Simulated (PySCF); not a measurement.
H4GeSe (SMILES [GeH3][SeH]), singlet, at a GFN2-xTB geometry, atoms displaced at random by about 0.03 Å a coordinate. Base run: PBE/6-31G, gradient in PySCF.

PySCF was given this input:
```python
from pyscf import gto, scf, dft

mol = gto.M(
    atom='''
Ge   -1.113760    0.389461    0.143104
Se    1.102087   -0.394872   -0.057121
H    -1.295938    1.580937   -0.759325
H    -2.035638   -0.720691   -0.327524
H    -1.314581    0.692377    1.540193
H     1.716569    0.805455    0.349424
''',
    basis='6-31g',
    charge=0,
    spin=0,
    verbose=4,
)

mf = dft.RKS(mol)
mf.xc = 'pbe'
mf.kernel()
g = mf.nuc_grad_method()
grad = g.kernel()
```

The coordinate followed is z of atom 5.

Each row names what was changed in the base input (with any setting that the change needs).

| change | dE/dx (Eh/bohr) | net force (Eh/bohr) |
|---|---|---|
| base | -0.037131 | 0.000068 |
| conv_tol = 1e-11 | -0.037131 | 0.000068 |
| finite difference step (bohr) = 0.05; conv_tol = 1e-11 | -0.037336 | - |
| grids.level = 1; grid_response = on | -0.037107 | 0.000000 |
| grids.level = 0; grid_response = off | -0.037334 | 0.003118 |
| finite difference step (bohr) = 0.2; conv_tol = 1e-11 | ___ | - |
| conv_tol = 1e-4 | -0.037080 | 0.000068 |
| density fitting = on; auxbasis_response = off | -0.037157 | 0.000354 |
| conv_tol = 1e-6 | -0.037142 | 0.000068 |
| grids.level = 0; grid_response = on | -0.036743 | 0.000000 |
| finite difference step (bohr) = 1e-3; conv_tol = 1e-11 | -0.037131 | - |
| grids.level = 5; grid_response = on | -0.037131 | 0.000000 |

**Question.** Complete the blanks.

**Answer.** 
- finite difference step (bohr) = 0.2; conv_tol = 1e-11, dE/dx (Eh/bohr): -0.040442

The net force is zero for an exact gradient.
